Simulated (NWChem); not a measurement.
# Sn cation, doublet

Results from NWChem. Spin-unrestricted. The open p shell is one determinant without spherical averaging. No stability test was run on the SCF state. def2 effective core potentials on Sn; no spin-orbit coupling. Total energies compare along this basis series because the functional is fixed.

```csv
level,basis functions,energy (Ha),highest occupied level (eV),"lowest empty minus highest occupied level, either spin (eV)"
PBE/def2-SVP,26,-213.9772,-10.63,0.14
PBE/def2-SVPD,32,-213.9776,-10.63,0.14
PBE/def2-TZVP,50,-213.9827,-10.62,0.15
PBE/def2-TZVPD,56,-213.9828,-10.62,0.15
PBE/def2-TZVPP,50,-213.9827,-10.62,0.15
PBE/def2-QZVP,82,-213.9835,-10.63,0.17
```
